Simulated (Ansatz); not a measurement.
Born–Oppenheimer molecular dynamics of a periodic cell of 20 atoms, Cl (contents 10 Cl2, density as packed 1.74 g/cm³ with natural masses). It goes on from the last frame of an earlier run, with new velocities.

Method: Ansatz, DFT PBE, scalar-relativistic, plane waves, PAW. Settings: accuracy low, cutoff 420 eV, k mesh 1x1x1, fermi-dirac smearing 0.02 eV, no spin polarisation.

- ensemble: NVT, Langevin thermostat
- time step: 2 fs
- steps asked: 280
- set temperature: 1000 K
- friction: 0.01 /fs
- seed: 702053

First frame:

```xyz
20
Lattice="8.7721 0.0000 0.0000 0.0000 8.7721 0.0000 0.0000 0.0000 8.7721" Properties=species:S:1:pos:R:3
Cl 1.180 2.245 -0.184
Cl -0.501 3.609 -0.394
Cl 6.284 1.133 8.011
Cl 4.725 2.504 7.899
Cl 1.535 4.679 4.335
Cl -0.234 3.946 4.389
Cl 5.475 5.156 5.811
Cl 7.079 6.461 6.216
Cl 2.406 5.017 9.741
Cl 3.239 4.749 7.998
Cl 8.831 0.961 2.469
Cl 8.978 -0.165 4.112
Cl 3.722 8.118 4.831
Cl 3.242 7.121 3.161
Cl 7.004 5.982 1.646
Cl 6.027 7.463 0.939
Cl 5.204 2.655 2.198
Cl 5.497 2.143 4.099
Cl 0.945 7.620 -1.007
Cl 2.789 8.306 -0.654
```

Problem. What does the run give?

Solution. The run went to its last step.

| Quantity | Value |
| --- | --- |
| steps done | 280 |
| time covered | 560 fs |
| mean temperature over the second half | 895 K |
| spread of the potential energy over the second half | 11.6 meV per atom |
| mean potential energy of the second half above the start | 38.0 meV per atom |

The mean temperature of the second half is 11 % below the set value. A run of 0.56 ps of so small a system gives no equilibrium averages. Limits of this set-up: coarse k mesh, low accuracy level.

Problem. What happens to the structure?

Solution. Mean squared displacements from the first frame to the last, about the centre of mass: Cl 2.13 Å². The details hang on the random start.

Problem. How do temperature and energy run in time?

Solution. 
```
time (fs)  T (K)  potential energy less start (eV)
      0.0    950                             0.000
     46.0   1234                            -0.137
     92.0   1265                             0.142
    138.0    978                             0.756
    184.0   1107                             0.725
    230.0   1024                             1.088
    276.0   1024                             0.996
    322.0    704                             0.514
    368.0    790                             1.227
    414.0   1216                             0.405
    460.0    819                             0.724
    506.0    873                             0.769
    552.0    937                             0.880
```

Time of the run: 16 min on 1 thread of Arm Neoverse V1, with other jobs on the host, peak memory 0.57 GiB.
